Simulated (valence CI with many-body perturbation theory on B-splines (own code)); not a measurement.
# Questions on Br13+

Computed by configuration interaction combined with many-body perturbation theory (CI+MBPT): four valence electrons over a frozen Dirac-Fock core [Ar], a basis of 9 s, 9 p, 10 d, 8 f, 5 g, 3 h, 1 i functions for each j, with the one-electron correlation potential Σ1 (screened to all orders), the two-electron term Σ2, the three-electron term Σ3, Breit, model QED; selected single and double excitations, second order for the rest (own B-spline code, finite nucleus).

No measured spectrum was set against this ion. As an estimate, terms of the open shell hold to 2 to 4 % of their energy, and close levels can change places. Core correlation moves these levels by up to 7200 cm⁻¹, and in measured spectra 5 to 20 % of such shifts remained as error; rates that hang on mixing are uncertain with them. Only levels of the ground parity were solved; by the run's estimate the other parity begins above the list, which can be wrong where configurations are misplaced.

Rates and lifetimes use the calculated energies. Strong lines usually hold to 10 to 20 %, long lifetimes can be off by a factor of two.

**Question.** What is the ground level?

**Answer.** 3d4 5D_0, composition 95 % 3d4 5D + 5 % 3d4 3P.

**Question.** How well does LS coupling describe the low levels?

**Answer.** Among the lowest 20 levels the leading LS term, summed over configurations, holds 86 % on average. For single configurations the figures are 86 % in LS and 58 % in jj coupling. Terms mix most in the J = 3 level at 69993 cm⁻¹, where the leading one holds 57 %.

**Question.** What is the ionisation energy?

**Answer.** 435.54 eV; NIST lists 436 ± 3 eV (theoretical).

**Question.** How is the term 5D of the ground level split?

**Answer.** J = 0 at 0.0, J = 1 at 1889, J = 2 at 4791, J = 3 at 8188, J = 4 at 11820 cm⁻¹.
